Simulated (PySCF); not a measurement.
NiO3, SMILES [Ni]1([O][O]1)=[O], multiplicity 1. Coordinates come from a B3LYP-D3(BJ)/def2-SVP optimisation. The spin state was assumed, not searched.

Computed equilibrium geometry at B3LYP-D3(BJ)/def2-SVP (PySCF confirms it by a frequency run) as bond lengths and angles, and its point group:
point group Cs.
Atoms: Ni1 O2 O3 O4. Bonds (Å): Ni1–O2 1.609, Ni1–O3 1.718, Ni1–O4 1.910, O3–O4 1.325. Angles (°): O2–Ni1–O3 174.2, O2–Ni1–O4 143.3, O3–Ni1–O4 42.4, Ni1–O3–O4 76.6, Ni1–O4–O3 61.0.
